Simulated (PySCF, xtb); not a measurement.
CrO2F2, SMILES [O]=[Cr]([F])(=[O])[F], multiplicity 1.

Harmonic wavenumbers (cm⁻¹) from GFN2-xTB in xtb at its own minimum, in rising order: 217, 264, 298, 305, 342, 575, 620, 936, 1019.

Q: What does PBE-D3(BJ)/def2-SVP in PySCF 2.14.0 give at its own minimum? (The exact figures need the calculation; the answer reports its results.)

A: 221, 284, 298, 323, 419, 736, 797, 1087, 1105. Paired by order, the mean absolute difference is 77 cm⁻¹ and the zero-point energies are 6.5 and 7.5 kcal/mol.
